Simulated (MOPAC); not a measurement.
Input file for MOPAC: PM7 on RuCl, 2S+1 = 6, a spin state set in the input, which need not be the lowest, a point of a bond scan (R = 2.415 Å).

```
PM7 1SCF PRECISE CHARGE=0 UHF MS=2.5 THREADS=1
ClRu

Ru     0.00000000 1     0.00000000 1     0.00000000 1
Cl     0.00000000 1     0.00000000 1     2.41480700 1
```

It printed:

```
*******************************************************************************
 **                                                                           **
 **                              MOPAC v23.2.5                                **
 **                                                                           **
 *******************************************************************************
 ** MOPAC's Digital Object Identifier: https://doi.org/10.5281/zenodo.6511958 **
 **                                                                           **
 ** Please cite the open-source release paper for use of this MOPAC version:  **
 ** J. E. Moussa and J. J. P. Stewart (2026)                                  **
 ** MOPAC: An open-source semiempirical molecular orbital program             **
 ** J. Open Source Softw., 11(119), 8025, https://doi.org/10.21105/joss.08025 **
 *******************************************************************************

                              PM7 CALCULATION RESULTS

 *******************************************************************************
 *  PM7        - The PM7 Hamiltonian to be used
 *  UHF        - UNRESTRICTED HARTREE-FOCK CALCULATION
 *
 *
 *
 *                 CHARGE ON SYSTEM = 0
 *
 *
 *
 *  MS=        - IN MECI, MAGNETIC COMPONENT OF SPIN =  2.5
 *  PRECISE    - TIGHTER CRITERIA TO BE USED
 *  1SCF       - DO 1 SCF AND THEN STOP
 *  THREADS=1  - MULTI-THREADING NOT USED
 *  T=         - A TIME OF 172800.0 SECONDS REQUESTED
 *  DUMP=N     - RESTART FILE WRITTEN EVERY 7200.0 SECONDS REQUESTED
 *******************************************************************************
PM7 1SCF PRECISE CHARGE=0 UHF MS=2.5 THREADS=1
 ClRu

   ATOM   CHEMICAL          X               Y               Z
  NUMBER   SYMBOL      (ANGSTROMS)     (ANGSTROMS)     (ANGSTROMS)

     1      Ru          0.00000000  *   0.00000000  *   0.00000000  *
     2      Cl          0.00000000  *   0.00000000  *   2.41480700  *



          CARTESIAN COORDINATES

    NO.       ATOM           X           Y           Z

     1        Ru          0.0000      0.0000      0.0000
     2        Cl          0.0000      0.0000      2.4148

 General Reference for PM7:
 "Optimization of Parameters for Semiempirical Methods VI: More Modifications to the
 NDDO Approximations and Re-optimization of Parameters", J. J. P. Stewart, J. Mol. Mod., 1:32, 19 (2013)
 https://link.springer.com/article/10.1007/s00894-012-1667-x

           Empirical Formula: Ru Cl  =     2 atoms



      MOLECULAR POINT GROUP   :   C*v


          UHF CALCULATION, NO. OF ALPHA ELECTRONS =   10
                           NO. OF BETA  ELECTRONS =    5

 -------------------------------------------------------------------------------
 PM7 1SCF PRECISE CHARGE=0 UHF MS=2.5 THREADS=1
 ClRu



     1SCF WAS SPECIFIED, SO BFGS WAS NOT USED
     SCF FIELD WAS ACHIEVED


                              PM7 CALCULATION
                                                       MOPAC v23.2.5 Linux




          FINAL HEAT OF FORMATION =        124.11527 KCAL/MOL =     519.29830 KJ/MOL


          COSMO AREA              =        103.43 SQUARE ANGSTROMS
          COSMO VOLUME            =         92.75 CUBIC ANGSTROMS

          IONIZATION POTENTIAL    =          7.726674 EV
          ALPHA SOMO LUMO (EV)    =         -8.368 -2.463
          BETA  SOMO LUMO (EV)    =         -7.727 -3.316
          NO. OF ALPHA ELECTRONS  =         10
          NO. OF BETA  ELECTRONS  =          5
          MOLECULAR WEIGHT        =        136.5230         POINT GROUP:  C*v

          MOLECULAR DIMENSIONS (Angstroms)

            Atom       Atom       Distance
           Cl     2   Ru     1     2.41481
           Cl     2   Ru     1     0.00000
           Ru     1   Cl     2     0.00000


          SCF CALCULATIONS        =          1





   ATOM   CHEMICAL          X               Y               Z
  NUMBER   SYMBOL      (ANGSTROMS)     (ANGSTROMS)     (ANGSTROMS)

     1      Ru          0.00000000  *   0.00000000  *   0.00000000  *
     2      Cl          0.00000000  *   0.00000000  *   2.41480700  *

                             CARTESIAN COORDINATES

   1   Ru        0.000000000     0.000000000     0.000000000
   2   Cl        0.000000000     0.000000000     2.414807000


           Empirical Formula: Ru Cl  =     2 atoms



      MOLECULAR POINT GROUP   :   C*v


          ALPHA EIGENVALUES
 -25.69516 -12.46347 -12.02628 -12.02628 -10.10795 -10.10795  -9.89257  -9.16941
  -9.16941  -8.36781  -2.46315  -2.46315  -1.93857  71.69532  71.70151  71.70151
  71.72443  71.72443


           BETA EIGENVALUES
 -23.40384 -11.68539 -10.95384 -10.95384  -7.72667  -3.31606  -3.31606  -2.30319
  -2.30319  -1.14478   1.36949   1.36949   1.93915  71.91918  71.92926  71.92926
  71.96553  71.96553


              NET ATOMIC CHARGES AND DIPOLE CONTRIBUTIONS

  ATOM NO.   TYPE          CHARGE      No. of ELECS.   s-Pop       p-Pop       d-Pop
    1         Ru           0.284031        7.7160     1.35430     0.31801     6.04366
    2         Cl          -0.284031        7.2840     1.99223     5.29155     0.00025
 DIPOLE           X         Y         Z       TOTAL
 POINT-CHG.     0.000     0.000    -3.294     3.294
 HYBRID         0.000     0.000     0.068     0.068
 SUM            0.000     0.000    -3.227     3.227


          ATOMIC ORBITAL ELECTRON POPULATIONS

     Atom    s        px        py        pz      x^2-y^2     xz        z^2       yz        xy
    1 Ru   1.35430   0.00584   0.00584   0.30634   0.99996   1.15629   1.73116   1.15629   0.99996
    2 Cl   1.99223   1.83783   1.83783   1.61589   0.00004   0.00004   0.00009   0.00004   0.00004


                    (SZ)    =    2.500000
                    (S**2)  =    8.788031


          ATOMIC ORBITAL SPIN POPULATIONS

    Atom   Total    s     px     py     pz   x^2-y^2  xz     z^2    yz     xy
         Atomic
    1 Ru  4.5272  0.500  0.003  0.003  0.262  1.000  0.835  0.090  0.835  1.000
    2 Cl  0.4728  0.005  0.162  0.162  0.143  0.000  0.000  0.000  0.000  0.000

 **********************
 *                    *
 * JOB ENDED NORMALLY *
 *                    *
 **********************




 == MOPAC DONE ==
```

The run finished.

Cost: about 0.010 core-seconds (a rough figure).
